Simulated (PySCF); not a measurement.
# Radial density of He⁺ (helium, charge +1)

UHF, 1s1, 2S determinant. Calculation: PySCF 2.14, in aug-cc-pVDZ-DK; scalar relativity by spin-free X2C-1e.

```tsv
r (bohr)	4πr²ρ (e/bohr)	4πr²(ρα − ρβ)
0.0154	0.006429	0.0064
0.0258	0.01801	0.0180
0.0435	0.04960	0.0496
0.0731	0.1304	0.1304
0.123	0.3075	0.3075
0.207	0.6017	0.6017
0.348	0.9662	0.9662
0.585	1.038	1.0378
0.985	0.6126	0.6126
1.66	0.1113	0.1113
2.79	0.005946	0.0059
4.69	6.286e-05	0.0001
```

Densities and radii are taken from the X2C orbitals without a picture-change correction, which distorts them close to the nucleus.
